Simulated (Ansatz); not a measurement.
Reaction (ligand exchange at the Si–C bond): `NC([SiH3])[SeH]` + `C1NCS1` → `[SiH3]N1CSC1` + `NC[SeH]`

Calculated with Ansatz (gas phase, PBE0-D4/def2-TZVP geometries, no zero-point term in ΔE). CCSD(T)/CBS is the MP2 limit (def2-TZVPP, def2-QZVPP) plus CCSD(T) − MP2 in def2-TZVPP, frozen cores. DFT in def2-TZVPP. B3LYP here is the variant with VWN-RPA as its local correlation; programs differ in this. For Se outer-core shells are correlated without core-valence functions, which leaves a few kJ/mol of doubt a bond. Scalar relativity is left out up to krypton. Each species was taken in one conformer, which may not be the lowest.

```json
{"level": "r2SCAN-D4", "ΔE (kJ/mol)": "-55.2", "difference from CCSD(T)/CBS": "0.7"}
{"level": "PBE0-D4", "ΔE (kJ/mol)": "-53.7", "difference from CCSD(T)/CBS": "2.2"}
{"level": "B3LYP-D4", "ΔE (kJ/mol)": "-60.6", "difference from CCSD(T)/CBS": "-4.7"}
{"level": "ωB97M-V", "ΔE (kJ/mol)": "-56.5", "difference from CCSD(T)/CBS": "-0.6"}
{"level": "B2PLYP", "ΔE (kJ/mol)": "-61.2", "difference from CCSD(T)/CBS": "-5.3"}
{"level": "PBE", "ΔE (kJ/mol)": "-49.7", "difference from CCSD(T)/CBS": "6.2"}
{"level": "r2SCAN", "ΔE (kJ/mol)": "-55.1", "difference from CCSD(T)/CBS": "0.8"}
{"level": "B3LYP", "ΔE (kJ/mol)": "-61.8", "difference from CCSD(T)/CBS": "-5.9"}
{"level": "HF/def2-TZVPP", "ΔE (kJ/mol)": "-73.6", "difference from CCSD(T)/CBS": "-17.7"}
{"level": "MP2/def2-TZVPP", "ΔE (kJ/mol)": "-59.3", "difference from CCSD(T)/CBS": "-3.4"}
{"level": "CCSD/def2-TZVPP", "ΔE (kJ/mol)": "-59.7", "difference from CCSD(T)/CBS": "-3.8"}
{"level": "CCSD(T)/def2-TZVPP", "ΔE (kJ/mol)": "-56.9", "difference from CCSD(T)/CBS": "-1.0"}
{"level": "HF/def2-QZVPP", "ΔE (kJ/mol)": "-74.8", "difference from CCSD(T)/CBS": "-18.9"}
{"level": "SCS-MP2/def2-QZVPP", "ΔE (kJ/mol)": "-61.7", "difference from CCSD(T)/CBS": "-5.8"}
{"level": "HF/CBS(def2)", "ΔE (kJ/mol)": "-75.0", "difference from CCSD(T)/CBS": "-19.1"}
{"level": "MP2/CBS(def2)", "ΔE (kJ/mol)": "-58.3", "difference from CCSD(T)/CBS": "-2.4"}
{"level": "CCSD(T)/CBS", "ΔE (kJ/mol)": "-55.9", "difference from CCSD(T)/CBS": "0"}
```

Largest T1 diagnostic among the species: 0.011.

From PBE to PBE0 (25 % exact exchange), in def2-TZVPP and without D4, ΔE moves by −4.3 kJ/mol. In def2-TZVPP, CCSD(T) changes the Hartree–Fock value by +16.7 kJ/mol (the triples alone add +2.8 kJ/mol) and MP2 by +14.3 kJ/mol.
